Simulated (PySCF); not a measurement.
BeBrF, SMILES [Be]([F])[Br], singlet, B3LYP/def2-SVP optimised geometry.

```
3

Be    -0.28     0.01     0.00
F     -1.67    -0.01     0.00
Br     1.67     0.01     0.00
```

Density from B3LYP/def2-TZVP (PySCF 2.14.0) at that geometry.

Minimum of the electron density along straight lines between bonded atoms, close to the bond critical point (lines longer than 1.1 times the sum of covalent radii, or with two minima, are not listed):

| bond | length / Å | ρ at the minimum / e bohr⁻³ | ∇²ρ there / e bohr⁻⁵ | position (fraction from the first atom) |
|---|---|---|---|---|
| Be1–F2 | 1.385 | 0.135 | 1.32 | 0.36 |
| Be1–Br3 | 1.953 | 0.079 | 0.27 | 0.30 |
